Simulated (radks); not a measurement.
Problem. All-electron atom: In33+ in [Ne] 3s2 3p4. Calculated with a radial shooting solver on a logarithmic mesh with Libxc functionals: Dirac Kohn-Sham, BLYP, spin-unpolarised, spherical densities, finite nucleus; open shells fill j = l - 1/2 first; Fermi nuclear charge, rms radius 4.6156 fm. Some entries of the table are withheld. Estimate them.

orbital,occ.,eigenvalue (Ry),<r> (bohr),r(max) (bohr)
1s1/2,2,(1),0.02971,0.01922
2s1/2,2,-432.5404,(2),0.1082
2p1/2,2,-413.3359,(3),(4)
2p3/2,4,-397.4903,(5),(6)
3s1/2,2,-163.4610,0.3127,0.2951
3p1/2,2,-156.5100,(7),0.2788
3p3/2,2,-152.7126,(8),0.2869

Solution. 
(1) 1s1/2 eigenvalue (Ry): -2170.485
(2) 2s1/2 <r> (bohr): 0.1266
(3) 2p1/2 <r> (bohr): 0.1071
(4) 2p1/2 r(max) (bohr): 0.08337
(5) 2p3/2 <r> (bohr): 0.1122
(6) 2p3/2 r(max) (bohr): 0.08772
(7) 3p1/2 <r> (bohr): 0.2985
(8) 3p3/2 <r> (bohr): 0.3063
